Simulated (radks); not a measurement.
Initial-state core-level shifts of neutral rhenium when its valence configuration changes from [Xe] 4f14 5d5 6s2. Method: scalar-relativistic Kohn-Sham, r2SCAN, spin-polarised, spherical densities, finite nucleus; open shells are filled with parallel spins first (spin-orbit coupling, left out, can overturn this in heavy ions); meta-GGA in the generalised Kohn-Sham scheme; Fermi nuclear charge, rms radius 5.3698 fm; computed with a radial shooting solver on a logarithmic mesh with Libxc functionals. Shifts are changes of the shell-averaged eigenvalues in eV (positive: less bound); the change of the density at the nucleus, which sets a Mossbauer isomer shift, is in e/bohr^3, on a base of 1.648e+06.

valence,3s,3d,4d,5p,density at nucleus
4f14 5d6 6s1,+2.258,+2.263,+2.274,+2.032,-81.1
4f13 5d6 6s2,-12.881,-12.758,-10.610,-3.216,+104.2
4f13 5d5 6s2 6p1,-17.296,-17.181,-15.024,-7.227,+136.0
4f14 5d5 6s1.5 6p0.5,-0.756,-0.756,-0.758,-0.761,-31.9
4f14 5d5 6s1 6p1,-1.302,-1.303,-1.309,-1.328,-64.7
4f13 5d5 6s1 6p2,-18.384,-18.269,-16.116,-8.328,+52.4
4f12 5d5 6s2 6p2,-35.765,-35.533,-30.792,-14.623,+284.0
4f14 5d5 6p2,-2.856,-2.855,-2.864,-2.897,-170.0
4f11 5d5 6s2 6p3,-55.320,-54.972,-47.201,-22.147,+442.3
